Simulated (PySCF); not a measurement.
**Steps of a relaxation of [Gd(H2O)8]3+**

[Gd(H2O)8]3+ (singlet in the valence; each metal's 4f electrons, 7 of them, lie in its core potential, out of spins and levels). PySCF 2.14.0, RKS TPSS, Gd lcecp-1-SVP with ECP53, O def2-SVP, H def2-SVP; non-relativistic Hamiltonian with scalar-relativistic core potentials where named; density fitting; no spin-orbit coupling. Origin of the start: displaced along the imaginary mode. Columns: position (Å) and force (eV/Å). Energies are counted from the last step; some of the 21 steps are shown. Forces carry noise of the integration grid, about 0.01 to 0.03 eV/Å.

Run from Python with OMP_NUM_THREADS=4. Where DIIS fails, smearing, a level shift and second-order steps follow.
It took 8 min on 4 threads of Arm Neoverse V2 (shared host), from the converged density of the start.

```xyz
25
step 0  E = 0.713 eV
Gd    0.0000    0.0000    0.0000     0.00    0.00    0.00
O     2.1275    0.0077    1.2637     1.10   -0.11    0.17
H     2.3125    0.2134    2.2274     0.04   -0.18   -0.98
H     3.0166   -0.2500    0.8495    -1.18    0.32    0.80
O    -0.0077    2.1275    1.2637     0.11    1.10    0.17
H    -0.2134    2.3125    2.2274     0.18    0.04   -0.98
H     0.2500    3.0166    0.8495    -0.32   -1.18    0.80
O    -2.1275   -0.0077    1.2637    -1.10    0.11    0.17
H    -2.3125   -0.2134    2.2274    -0.04    0.18   -0.98
H    -3.0166    0.2500    0.8495     1.18   -0.32    0.80
O     0.0077   -2.1275    1.2637    -0.11   -1.10    0.17
H     0.2134   -2.3125    2.2274    -0.18   -0.04   -0.98
H    -0.2500   -3.0166    0.8495     0.32    1.18    0.80
O     1.4989    1.5098   -1.2637     0.86    0.70   -0.16
H     2.3098    1.9563   -0.8495    -1.06   -0.60   -0.80
H     1.4843    1.7861   -2.2274     0.15   -0.10    0.98
O    -1.5098    1.4989   -1.2637    -0.70    0.86   -0.16
H    -1.9563    2.3098   -0.8495     0.60   -1.06   -0.80
H    -1.7861    1.4843   -2.2274     0.10    0.15    0.98
O    -1.4989   -1.5098   -1.2637    -0.86   -0.70   -0.16
H    -2.3098   -1.9563   -0.8495     1.06    0.60   -0.80
H    -1.4843   -1.7861   -2.2274    -0.15    0.10    0.98
O     1.5098   -1.4989   -1.2637     0.70   -0.86   -0.16
H     1.9563   -2.3098   -0.8495    -0.60    1.06   -0.80
H     1.7861   -1.4843   -2.2274    -0.10   -0.15    0.98
```

```xyz
25
step 7  E = 0.070 eV
Gd    0.0000    0.0000   -0.0011     0.00    0.00    0.00
O     2.0884    0.0474    1.2722     0.23   -0.32   -0.28
H     2.3140    0.5097    2.1027     0.09    0.11    0.16
H     2.8848   -0.4933    1.0449    -0.27    0.21    0.17
O    -0.0474    2.0884    1.2722     0.32    0.23   -0.28
H    -0.5097    2.3140    2.1027    -0.11    0.09    0.16
H     0.4933    2.8848    1.0449    -0.21   -0.27    0.17
O    -2.0884   -0.0474    1.2722    -0.23    0.32   -0.28
H    -2.3140   -0.5097    2.1027    -0.09   -0.11    0.16
H    -2.8848    0.4933    1.0449     0.27   -0.21    0.17
O     0.0474   -2.0884    1.2722    -0.32   -0.23   -0.28
H     0.5097   -2.3140    2.1027     0.11   -0.09    0.16
H    -0.4933   -2.8848    1.0449     0.21    0.27    0.17
O     1.4459    1.5123   -1.2707     0.51   -0.07    0.34
H     2.3959    1.6895   -1.0466    -0.47   -0.05   -0.20
H     1.2783    1.9953   -2.1023    -0.02    0.16   -0.20
O    -1.5123    1.4459   -1.2707     0.07    0.51    0.34
H    -1.6895    2.3959   -1.0466     0.05   -0.47   -0.20
H    -1.9953    1.2783   -2.1023    -0.16   -0.02   -0.20
O    -1.4459   -1.5123   -1.2707    -0.51    0.07    0.34
H    -2.3959   -1.6895   -1.0466     0.47    0.05   -0.20
H    -1.2783   -1.9953   -2.1023     0.02   -0.16   -0.20
O     1.5123   -1.4459   -1.2707    -0.07   -0.51    0.34
H     1.6895   -2.3959   -1.0466    -0.05    0.47   -0.20
H     1.9953   -1.2783   -2.1023     0.16    0.02   -0.20
```

```xyz
25
step 13  E = 0.008 eV
Gd    0.0000    0.0000   -0.0002     0.00    0.00    0.02
O     2.0733    0.0226    1.3122    -0.01    0.11    0.13
H     2.2946    0.5901    2.0860    -0.04   -0.10   -0.12
H     2.8629   -0.5432    1.1791     0.04   -0.01    0.00
O    -0.0226    2.0733    1.3122    -0.11   -0.01    0.13
H    -0.5901    2.2946    2.0860     0.10   -0.04   -0.12
H     0.5432    2.8629    1.1791     0.01    0.04    0.00
O    -2.0733   -0.0226    1.3122     0.01   -0.11    0.13
H    -2.2946   -0.5901    2.0860     0.04    0.10   -0.12
H    -2.8629    0.5432    1.1791    -0.04    0.01    0.00
O     0.0226   -2.0733    1.3122     0.11    0.01    0.13
H     0.5901   -2.2946    2.0860    -0.10    0.04   -0.12
H    -0.5432   -2.8629    1.1791    -0.01   -0.04    0.00
O     1.4479    1.4872   -1.3097     0.06   -0.09    0.09
H     2.4080    1.6429   -1.1803     0.00    0.00    0.01
H     1.2113    2.0312   -2.0873    -0.07    0.08   -0.13
O    -1.4872    1.4479   -1.3097     0.09    0.06    0.09
H    -1.6429    2.4080   -1.1803     0.00    0.00    0.01
H    -2.0312    1.2113   -2.0873    -0.08   -0.07   -0.13
O    -1.4479   -1.4872   -1.3097    -0.06    0.09    0.09
H    -2.4080   -1.6429   -1.1803     0.00    0.00    0.01
H    -1.2113   -2.0312   -2.0873     0.07   -0.08   -0.13
O     1.4872   -1.4479   -1.3097    -0.09   -0.06    0.09
H     1.6429   -2.4080   -1.1803     0.00    0.00    0.01
H     2.0312   -1.2113   -2.0873     0.08    0.07   -0.13
```

Task: Where does the relaxation end?

Result: It converges at step 20 in S8:
```xyz
25
step 20  E = 0
Gd    0.0000    0.0000    0.0005
O     2.0593    0.0087    1.3369
H     2.2560    0.5818    2.1088
H     2.8651   -0.5386    1.2165
O    -0.0087    2.0593    1.3369
H    -0.5818    2.2560    2.1088
H     0.5386    2.8651    1.2165
O    -2.0593   -0.0087    1.3369
H    -2.2560   -0.5818    2.1088
H    -2.8651    0.5386    1.2165
O     0.0087   -2.0593    1.3369
H     0.5818   -2.2560    2.1088
H    -0.5386   -2.8651    1.2165
O     1.4492    1.4634   -1.3362
H     2.4058    1.6473   -1.2180
H     1.1809    2.0070   -2.1081
O    -1.4634    1.4492   -1.3362
H    -1.6473    2.4058   -1.2180
H    -2.0070    1.1809   -2.1081
O    -1.4492   -1.4634   -1.3362
H    -2.4058   -1.6473   -1.2180
H    -1.1809   -2.0070   -2.1081
O     1.4634   -1.4492   -1.3362
H     1.6473   -2.4058   -1.2180
H     2.0070   -1.1809   -2.1081
```

Task: How did the contacts change?

Result: 
| contact | start (Å) | end (Å) |
| --- | --- | --- |
| Gd1–O2 (H2O) | 2.475 | 2.455 |
| Gd1–O5 (H2O) | 2.475 | 2.455 |
| Gd1–O8 (H2O) | 2.475 | 2.455 |
| Gd1–O11 (H2O) | 2.475 | 2.455 |
| Gd1–O14 (H2O) | 2.475 | 2.455 |
| Gd1–O17 (H2O) | 2.475 | 2.455 |
| Gd1–O20 (H2O) | 2.475 | 2.455 |
| Gd1–O23 (H2O) | 2.475 | 2.455 |


No frequency check is given that shows the relaxed geometry to be a minimum. An lcecp potential fixes the number of 4f electrons, so in runs with it no electron can move into or out of that shell.
